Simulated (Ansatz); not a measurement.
ClH₂NOSW, SMILES [NH]=[W](=[O])([SH])[Cl], multiplicity 1.

Coordinates come from a B3LYP-D3(BJ)/def2-SVP optimisation. The spin state was assumed, not searched. The structure was generated by enumeration; whether it is a known compound was not checked. The def2 effective core potentials stand for the cores of W; spin–orbit coupling is left out. The values are those of a single conformer.

Two levels are set side by side: PBE/def2-SVPD (Ansatz, a first-principles code) and CAM-B3LYP/def2-SVPD (Ansatz). Energy differences of separate SCF runs at the same geometry; the states with an electron removed or added have multiplicity 2 and 2. Differences are taken from unrounded values.

```json
[
 {"quantity": "vertical ionisation energy (eV)", "CAM-B3LYP": "10.34"},
 {"quantity": "vertical electron affinity (eV)", "CAM-B3LYP": "1.31"},
 {"quantity": "vertical singlet–triplet gap (eV)", "CAM-B3LYP": "3.65"}
]
```

**Question.** What does PBE give, and how far is it from CAM-B3LYP? (The exact figures need the calculation; the answer reports its results.)

**Answer.** 
```csv
quantity,PBE,PBE minus CAM-B3LYP
vertical ionisation energy (eV),9.91,-0.42
vertical electron affinity (eV),0.82,-0.49
vertical singlet–triplet gap (eV),3.61,-0.04
```
